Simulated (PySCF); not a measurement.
Se(Br)(SMe) (CH3BrSSe), SMILES S([Se]Br)C.

Geometry optimised at r2SCAN-D4/def2-SVP. This is a generated structure with no PubChem entry under its InChIKey; it may be hypothetical. One conformer was computed; it need not be the lowest.

Two levels are set side by side: TDDFT-PBE/def2-SVPD (PySCF) and TDDFT-CAM-B3LYP/def2-SVPD (PySCF). Vertical, same geometry. The lowest singlet is HOMO→LUMO 100 % with PBE and HOMO→LUMO 98 % with the other functional; states are paired by order. Differences are taken from unrounded values.

```csv
quantity,TDDFT-CAM-B3LYP
lowest singlet excitation (eV),2.64
lowest triplet excitation (TDA) (eV),2.01
first bright state (f over 0.05) (eV),6.62
its oscillator strength,0.07
```

**Question.** What does TDDFT-PBE give, and how far is it from TDDFT-CAM-B3LYP? (The exact figures need the calculation; the answer reports its results.)

**Answer.** 
| quantity | TDDFT-PBE | TDDFT-PBE minus TDDFT-CAM-B3LYP |
|---|---|---|
| lowest singlet excitation (eV) | 2.49 | -0.16 |
| lowest triplet excitation (TDA) (eV) | 1.91 | -0.10 |
| first bright state (f over 0.05) (eV) | 3.62 | -3.00 |
| its oscillator strength | 0.06 | -0.01 |

A lower first singlet is the usual sign of a functional without exact exchange. Differences between two approximate levels are no errors against the true value.

Rough cost on one machine, each run with all the roots and properties that it gave: TDDFT-CAM-B3LYP against TDDFT-PBE about 8 times.
